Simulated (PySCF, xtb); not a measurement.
C₂H₇S, SMILES C[SH+]C, charge +1.

GFN2-xTB run with xtb at its own geometry gives an orbital gap of 6.37 eV.

Geometry optimised at B3LYP-D3(BJ)/def2-SVP. The isomer is the one that the SMILES or the coordinates give; other isomers of the formula were not compared.

What does r2SCAN/def2-TZVPD (PySCF) give? (The exact figures need the calculation; the answer reports its results.)

gap 7.67 eV (levels -14.03 and -6.37 eV).
